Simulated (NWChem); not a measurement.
Species: SiH3O3I; SMILES O[Si](O)(I)O

```xyz
8

O      0.0000     1.5462    -1.7852
Si     0.0000     0.0000    -1.2453
O      1.3391    -0.7731    -1.7852
O     -1.3391    -0.7731    -1.7852
I      0.0000     0.0000     1.2209
H      0.7022     2.1264    -1.4759
H      1.4905    -1.6713    -1.4759
H     -2.1926    -0.4551    -1.4759
```
Atoms are numbered in this order, from 1.

Results from NWChem. Pople sets run with spherical d functions. The geometry was optimised at PBE0/def2-SVP (def2 core potentials past Kr). No frequency run checked for a minimum. Total energies compare along this basis series because the functional is fixed.

```
level                            basis functions  energy (Ha)  highest occupied level (eV)  orbital gap (eV)  dipole (D)
-------------------------------  ---------------  -----------  ---------------------------  ----------------  ----------
TPSS/STO-3G, non-relativistic                 54   -7363.1029                        -3.37              6.63        1.74
TPSS/3-21G, non-relativistic                  77   -7403.9600                            …              5.96           …
TPSS/6-311G**, non-relativistic              160   -7436.3892                        -6.73              5.93        0.38
```

**Question.** Fill in the missing entries.

**Answer.** 
- TPSS/3-21G, non-relativistic, highest occupied level (eV): -6.59
- TPSS/3-21G, non-relativistic, dipole (D): 0.17
